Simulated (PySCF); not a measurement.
Geometry (Å), atoms numbered from 1 in this order:
```xyz
21

C    -3.2433    0.1585    0.1808
C    -1.9047   -0.5404    0.0029
C    -0.8094    0.0354    0.8932
C     0.5357   -0.6815    0.8063
C     1.2123   -0.5503   -0.5482
S     2.8028   -1.4463   -0.6926
Si    4.0483   -0.2718    0.5915
H    -3.5929    0.0921    1.2236
H    -3.1722    1.2286   -0.0731
H    -4.0214   -0.2841   -0.4595
H    -2.0148   -1.6179    0.2197
H    -1.6014   -0.4779   -1.0562
H    -1.1528    0.0049    1.9417
H    -0.6716    1.1067    0.6573
H     0.4114   -1.7527    1.0407
H     1.2064   -0.2793    1.5844
H     1.3735    0.5081   -0.8119
H     0.5925   -0.9861   -1.3456
H     3.8138   -0.5071    2.0497
H     5.4515   -0.6567    0.2660
H     3.8250    1.1817    0.3137
```

Geometry: PBE0-D3(BJ)/def2-SVP; GIAO shifts from PySCF 2.14.0 with density-fitted response routines, gas phase, non-relativistic, averaged over equivalent atoms.

At PBE0/pcSseg-1 (203 basis functions, 75 s wall time on 1 thread of an Arm Neoverse N1, shared host):
| atoms | δ (ppm) |
| --- | --- |
| C4 | 35.5 |
| C5 | 34.4 |
| C3 | 33.8 |
| C2 | 24.1 |
| C1 | 16.6 |
| S6 | -174.0 |
| Si7 | -47.4 |
| H19/H20/H21 | 4.58 |
| H17/H18 | 2.28 |
| H15/H16 | 1.46 |
| H11/H12 | 1.16 |
| H13/H14 | 1.14 |
| H8/H9/H10 | 0.98 |

Scale: TMS for 13C (σref 184.41) and 29Si (σref 351.99) and 1H (σref 31.27); 33S (σref 495.66) against CS2 (reference shieldings calculated alike).

**Question.** What do these become at WP04/pcSseg-1?

**Answer.** 
| atoms | δ at WP04/pcSseg-1 | change |
| --- | --- | --- |
| C4 | 36.8 | +1.3 |
| C5 | 37.1 | +2.7 |
| C3 | 34.5 | +0.7 |
| C2 | 26.1 | +2.0 |
| C1 | 18.2 | +1.6 |
| S6 | -141.6 | +32.4 |
| Si7 | -41.0 | +6.4 |
| H19/H20/H21 | 3.92 | -0.66 |
| H17/H18 | 2.22 | -0.06 |
| H15/H16 | 1.41 | -0.05 |
| H11/H12 | 1.12 | -0.04 |
| H13/H14 | 1.10 | -0.04 |
| H8/H9/H10 | 0.95 | -0.03 |

Shifts are taken against calculated references (same method and geometry level): 13C (σref 172.44), 29Si (σref 338.69), 1H (σref 31.56) against TMS; 33S (σref 462.27) vs CS2.

The largest change is at S6 (sulfur bonded to C, Si). Cost: 203 basis functions, 59 s wall time on 1 thread of an Arm Neoverse N1, shared host. The order of the carbon signals changes between the two levels.
